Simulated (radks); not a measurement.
The numbers below are computed, except where a source is named.
Q: C, 6 electrons, occupied as [He] 2s2 2p2 (the NIST ground configuration). Code: a radial shooting solver on a logarithmic mesh with Libxc functionals. Model: non-relativistic Kohn-Sham, PBE, spin-unpolarised, spherical densities, point nucleus. Some entries of the table are withheld. Estimate them.

| orbital | occ. | eigenvalue (eV) | <r^2> (bohr^2) | r(max) (bohr) |
|---|---|---|---|---|
| 1s | 2 | -273.2579 | 0.09938 | 0.1741 |
| 2s | 2 | (1) | 2.994 | (2) |
| 2p | 2 | -5.2886 | 4.258 | 1.203 |

A: 
(1) 2s eigenvalue (eV): -13.7391
(2) 2s r(max) (bohr): 1.214
